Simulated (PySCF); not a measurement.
Computed properties of SnF2Cl2, SMILES [Cl][Sn]([F])([F])[Cl]

SnF2Cl2, SMILES [F][Sn]([F])([Cl])[Cl]. Coordinates come from a r2SCAN-D4/def2-SVP optimisation. The def2 effective core potentials stand for the cores of Sn; spin–orbit coupling is left out. Other conformers were not sampled. All values are computed for the isolated molecule unless a solvent is named; none is compared with measurement here.

**Structure.** The optimised structure has C2v symmetry. All 9 harmonic modes at r2SCAN-D4/def2-SVP (PySCF) are real, so it is a minimum. With heavy atoms numbered as in [F:1][Sn:2]([F:3])([Cl:4])[Cl:5], the shortest bond between them is F1–Sn2 at 1.916 Å and the longest Sn2–Cl4 at 2.309 Å.

**Vibrations.** The strongest infrared lines (harmonic, unscaled, degenerate partners summed) lie at 415 cm⁻¹ (68 km/mol, Cl 70 %, Sn 30 %), 671 cm⁻¹ (56 km/mol, F 83 %, Sn 17 %), 655 cm⁻¹ (50 km/mol, F 88 %, Sn 12 %). The softest mode is at 100 cm⁻¹ and the zero-point energy is 4.0 kcal/mol.

**Electronic structure.** M06-2X/def2-TZVP (PySCF) places the frontier levels at -11.60 and -2.55 eV, a gap of 9.05 eV, and gives a dipole moment of 1.61 D and a mean polarisability of 56.0 bohr³.

**Excitations.** TDA-B3LYP/def2-SVPD (PySCF) has S1 at 4.72 eV (263 nm, f = 0.011, weak); the most intense of the 10 singlets computed lies at 6.31 eV (f = 0.17). T1 (TDA) is at 4.29 eV, 0.43 eV under S1. No vertical singlet excitation falls in the visible range (under 3.1 eV).
